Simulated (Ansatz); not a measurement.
`[F][Ga]([F])[Cl]` + silanol → `[F][Ga]([F])[O][SiH3]` + HCl at 500 K and 1 bar (ligand exchange at a Ga–Cl bond).

Calculated with Ansatz (gas phase, PBE0-D4/def2-TZVP geometries, no zero-point term in ΔE). CCSD(T)/CBS adds triple-zeta CCSD(T) − MP2 to the extrapolated MP2 energy (def2 sets, frozen cores). This one scheme is used for every species. For Ga outer-core shells are correlated without core-valence functions, which leaves a few kJ/mol of doubt a bond. Scalar relativity is left out up to krypton. Each species was taken in one conformer, which may not be the lowest.

```csv
species,CCSD(T)/CBS energy (Eh),H − E (kJ/mol),S (J/(mol·K))
`[F][Ga]([F])[Cl]`,-2583.43598,45.2,350.6
`O[SiH3]`,-366.69042,127.5,292.9
`[F][Ga]([F])[O][SiH3]`,-2489.72997,135.7,449.9
HCl,-460.38127,32.5,201.9
```

H − E and S are ideal-gas, rigid-rotor, harmonic terms from PBE0-D4/def2-TZVP, for one conformer and one mirror image of each species. 1 Eh = 2625.50 kJ/mol, R = 8.31446 J/(mol·K).

By hand: ΔE, ΔH, ΔS and ΔG.

ΔE = (-2489.72997) + (-460.38127) − (-2583.43598) − (-366.69042) = 0.01516 Eh = 39.8 kJ/mol. Δ(H − E) = 135.7 + 32.5 − 45.2 − 127.5 = -4.5, so ΔH = 35.3 kJ/mol. ΔS = 449.9 + 201.9 − 350.6 − 292.9 = 8.3 J/(mol·K). ΔG = 35.3 − 500 × (8.3)/1000 = 31.1 kJ/mol.

By hand: the equilibrium constant, and the temperature at which ΔG would vanish if ΔH and ΔS stayed fixed.

log₁₀ K = −ΔG/(RT ln 10) = -3.2. ΔG = 0 at ΔH/ΔS = 4253 K, far beyond where these terms or the molecules hold.

The number of gas molecules stays the same, so ΔS is small and ΔH decides. A doubt of 5 kJ/mol in ΔE shifts log₁₀ K by 0.5 here. Other conformers and mirror images would add mixing entropy, several J/(mol·K) or more a flexible species. Modes under 60 cm⁻¹, often nearly free rotors, make the harmonic entropy too high. These are equilibria of isolated gas molecules and say nothing of rates. Largest T1 diagnostic: 0.014 (customary marks: 0.02 for closed shells, 0.045 for open ones).
